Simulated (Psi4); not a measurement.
HBClFS (SMILES FB(S)Cl), singlet, geometry from GFN2-xTB. Base run: CCSD(T)/cc-pVDZ (Psi4).

Input for Psi4:
```
memory 2 GB

molecule mol {
0 1
B     0.063640    0.315376   -0.024141
Cl   -1.540658   -0.035747   -0.517427
F     0.474086    1.577062   -0.067854
S     1.211370   -0.940813    0.547327
H     2.224294   -0.109737    0.770419
}

set {
  basis cc-pvdz
  reference rhf
  freeze_core true
}

energy('ccsd(t)')
print_variables()
```

The base run was repeated with changes; each row names its change, and settings that it needs were set with it.

```json
[
 {"change": "base", "ΔE vs base (kcal/mol)": "0.000", "MP2 correlation (Eh)": "-0.53458", "basis functions": "69", "core-seconds (rough)": "40"},
 {"change": "method = ccsd", "ΔE vs base (kcal/mol)": "8.76", "MP2 correlation (Eh)": "-0.53458", "basis functions": "69", "core-seconds (rough)": "20"},
 {"change": "method = qcisd(t)", "ΔE vs base (kcal/mol)": "-0.378", "MP2 correlation (Eh)": "-0.53458", "basis functions": "69", "core-seconds (rough)": "30"},
 {"change": "method = mp2", "ΔE vs base (kcal/mol)": "28.36", "MP2 correlation (Eh)": "-0.53453", "basis functions": "69", "core-seconds (rough)": "6"},
 {"change": "method = mp4", "ΔE vs base (kcal/mol)": "-0.83", "MP2 correlation (Eh)": "-0.53458", "basis functions": "69", "core-seconds (rough)": "20"},
 {"change": "method = dlpno-mp2", "ΔE vs base (kcal/mol)": "28.39", "MP2 correlation (Eh)": "-0.53449", "basis functions": "69", "core-seconds (rough)": "5"},
 {"change": "method = mp3", "ΔE vs base (kcal/mol)": "12.02", "MP2 correlation (Eh)": "-0.53453", "basis functions": "69", "core-seconds (rough)": "6"},
 {"change": "method = fno-ccsd(t)", "ΔE vs base (kcal/mol)": "0.000", "MP2 correlation (Eh)": "-0.53458", "basis functions": "69", "core-seconds (rough)": "20"}
]
```
